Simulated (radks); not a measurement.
The numbers below are computed, except where a source is named.
Tc+, 42 electrons, occupied as [Kr] 4d5 5s1. Level of theory: scalar-relativistic Kohn-Sham, PBE, spin-polarised, spherical densities, point nucleus; open shells are filled with parallel spins first (spin-orbit coupling, left out, can overturn this in heavy ions) (a radial shooting solver on a logarithmic mesh with Libxc functionals).

Unscreened Slater integrals over Kohn-Sham orbitals (eV). They are taken over the spin-up orbitals.

\begin{tabular}{lr}
integral & value \\ \hline
F0(5s,5s) & 8.2685 \\
F0(5s,4d) & 9.8909 \\
G2(5s,4d) & 2.0518 \\
F0(5s,4p) & 10.388 \\
G1(5s,4p) & 0.72523 \\
F0(5s,4s) & 10.497 \\
G0(5s,4s) & 0.46593 \\
F0(4d,4d) & 14.938 \\
F2(4d,4d) & 7.3942 \\
F4(4d,4d) & 4.7972 \\
F0(4d,4p) & 17.206 \\
F2(4d,4p) & 8.2687 \\
G1(4d,4p) & 10.230 \\
G3(4d,4p) & 6.2149 \\
F0(4d,4s) & 17.768 \\
G2(4d,4s) & 7.2866 \\
F0(4p,4p) & 20.832 \\
F2(4p,4p) & 10.945 \\
F0(4p,4s) & 21.852 \\
G1(4p,4s) & 14.809 \\
F0(4s,4s) & 23.056 \\
\end{tabular}

Derived for the open shells (J is the average intra-shell exchange parameter used in DFT+U). 4d: Racah B = F2/49 - 5 F4/441 = 0.09651 eV, C = 35 F4/441 = 0.3807 eV, C/B = 3.94, F4/F2 = 0.649, J = (F2 + F4)/14 = 0.8708 eV.
